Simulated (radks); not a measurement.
All-electron atom: Ta II in [Xe] 4f14 5d3 7s1 (not the ground configuration). Method: scalar-relativistic Kohn-Sham, PBE, spin-polarised, spherical densities, finite nucleus; open shells are filled with parallel spins first (spin-orbit coupling, left out, can overturn this in heavy ions); Fermi nuclear charge, rms radius 5.3507 fm; computed with a radial shooting solver on a logarithmic mesh with Libxc functionals.

X-ray form factor f0, the Fourier transform of the density (f0(0) = 72):

sin(theta)/lambda (1/angstrom)  f0 (electrons)
0.05                                    70.621
0.1                                     68.134
0.15                                    65.262
0.2                                     61.851
0.25                                    58.261
0.3                                     54.762
0.4                                     48.352
0.5                                     42.848
0.6                                     38.163
0.8                                     30.644
1                                       25.022
1.25                                    20.202
1.5                                     17.195
2                                       13.618
